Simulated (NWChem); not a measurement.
# C$_{2}$H$_{3}$ClFNSi; SMILES N#C[C@H](F)[SiH2]Cl

```xyz
9

N      2.0948    -1.7905    -0.2550
C      1.0238    -1.4585     0.0860
C     -0.3164    -1.0179     0.4625
F     -1.2825    -1.9552     0.0805
Si    -0.8198     0.6311    -0.4120
Cl     0.5081     2.1091     0.1742
H     -0.3556    -0.8866     1.5682
H     -2.2029     0.9636     0.0524
H     -0.7570     0.4186    -1.8904
```
Atoms are numbered in this order, from 1.

All runs: NWChem. Pople sets run with spherical d functions. Geometry: optimised at PBE-D3(BJ)/def2-SVP. Atomic charges in e: unrestrained fits to the electrostatic potential beside Mulliken populations; buried atoms are poorly determined by the fit.

Predict the results for Hartree-Fock/6-31G*. Quantities: ESP N1; Mulliken N1; ESP C2; Mulliken C2; ESP C3; Mulliken C3; ESP F4; Mulliken F4; ESP Si5; Mulliken Si5; relative RMS misfit of the potential (%).


* **ESP N1**: -0.42
* **Mulliken N1**: -0.38
* **ESP C2**: 0.28
* **Mulliken C2**: 0.23
* **ESP C3**: 0.23
* **Mulliken C3**: 0.03
* **ESP F4**: -0.28
* **Mulliken F4**: -0.43
* **ESP Si5**: 0.57
* **Mulliken Si5**: 0.85
* **relative RMS misfit of the potential (%)**: 20
